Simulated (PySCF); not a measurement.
C₇H₅F₅O₂.
Numbering: `[O:1]=[C:2]1[CH2:3][CH2:4][C:5]([CH:6]([F:7])[F:8])=[C:9]1[O:10][C:11]([F:12])([F:13])[F:14]` (hydrogens: H15, H16 on C3; H17, H18 on C4; H19 on C6)

Theory: PySCF 2.14.0, PBE0-D3(BJ)/def2-SVP geometry optimisation, gas phase.

(1) List the bond lengths, angles and torsions at this level.

Answers

(1) 
| bond | length (Å) |
| --- | --- |
| O1=C2 | 1.202 |
| C2–C3 | 1.519 |
| C3–C4 | 1.528 |
| C4–C5 | 1.496 |
| C5–C6 | 1.491 |
| C6–F7, C6–F8 | 1.353 |
| C5=C9 | 1.345 |
| C9–O10 | 1.357 |
| O10–C11 | 1.363 |
| C11–F12, C11–F13, C11–F14 | 1.321 |
| C2–C9 | 1.495 |
| C3–H15, C3–H16 | 1.101 |
| C4–H17, C4–H18 | 1.102 |
| C6–H19 | 1.101 |

Bonds in one row agree within 0.01 Å and their mean is given. A selection of angles:
| angle | degrees |
| --- | --- |
| O1–C2–C3 | 126.7 |
| O1–C2–C9 | 127.4 |
| C3–C2–C9 | 105.8 |
| C2–C3–C4 | 106.7 |
| C2–C3–H15 | 108.2 |
| C2–C3–H16 | 108.6 |
| C4–C3–H15 | 113.3 |
| H15–C3–H16 | 106.4 |
| C3–C4–C5 | 104.3 |
| C3–C4–H17 | 113.2 |
| C5–C4–H17 | 110.2 |
| H17–C4–H18 | 106.3 |
| C4–C5–C6 | 121.8 |
| C4–C5–C9 | 112.7 |
| C6–C5–C9 | 125.4 |
| C5–C6–F7 | 109.3 |
| C5–C6–H19 | 112.9 |
| F7–C6–F8 | 107.3 |
| F7–C6–H19 | 108.9 |
| C5–C9–O10 | 121.6 |
| C2–C9–C5 | 110.4 |
| C2–C9–O10 | 128.0 |
| C9–O10–C11 | 123.8 |
| O10–C11–F12 | 105.9 |
| O10–C11–F13 | 112.0 |
| F12–C11–F13 | 108.7 |

Dihedral angles: O1–C2–C3–C4 -179° (antiperiplanar); C2–C3–C4–C5 -1° (synperiplanar); C3–C4–C5–C6 -179° (antiperiplanar); C4–C5–C6–F7 59° (synclinal); C4–C5–C9–O10 180° (antiperiplanar); C5–C9–O10–C11 179° (antiperiplanar); C9–O10–C11–F12 -179° (antiperiplanar); O1–C2–C9–C5 180° (antiperiplanar).

The 5 C–F bonds span 1.320 Å (C11–F12, drawn single) to 1.353 Å (C6–F7, drawn single), a spread of 0.033 Å. O10 (ether oxygen) is bent (angle 123.8°). The 5-membered ring C2–C3–C4–C5–C9 has internal angles of 104.3° to 112.7°; it is planar, 0.00 Å rms from its mean plane, widest ring torsion 1°. The 6 C–C bonds span 1.345 Å (C5=C9, drawn double) to 1.528 Å (C3–C4, drawn single), a spread of 0.183 Å. The C–O distances run from 1.202 Å (O1=C2, drawn double) to 1.363 Å (O10–C11, drawn single), a spread of 0.161 Å. Of the pairs four or more bonds apart, O1···C11 is among the closest relative to their van der Waals radii: 2.99 Å, 93 % of the sum of Bondi's values.

No frequency check. The numbers are those of one conformer.
